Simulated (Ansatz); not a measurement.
Isolated molecules relaxed with PBE0-D4/def2-TZVP in Ansatz; ΔE leaves out vibrations. CCSD(T)/CBS adds triple-zeta CCSD(T) − MP2 to the extrapolated MP2 energy (def2 sets, frozen cores). This one scheme is used for every species. Functionals use def2-TZVPP. One conformer a species, not always the lowest.

Reaction (substitution at a C–Si bond): `N[SiH2]CBCl` + H–F → `FCBCl` + `N[SiH3]`

```
      species  r2SCAN energy (Eh)
`N[SiH2]CBCl`          -871.62991
          H–F          -100.44665
      `FCBCl`          -624.79219
    `N[SiH3]`          -347.23951
```

(1) Work out ΔE.

Largest T1 diagnostic among the species: 0.012.

Answers

(1) ΔE = (-624.79219) + (-347.23951) − (-871.62991) − (-100.44665) = 0.04486 Eh = +117.8 kJ/mol. CCSD(T)/CBS gives +131.5 kJ/mol.

The D4 term adds +12.9 kJ/mol with B3LYP and +7.3 kJ/mol with PBE0; it sums over pairs of atoms, weighted by their polarisabilities, and B3LYP, whose exchange is more repulsive, gets the larger term. In def2-TZVPP, CCSD(T) changes the Hartree–Fock value by +33.3 kJ/mol (the triples alone add +4.0 kJ/mol) and MP2 by +47.8 kJ/mol.

B3LYP here is the variant with VWN-RPA as its local correlation; programs differ in this.
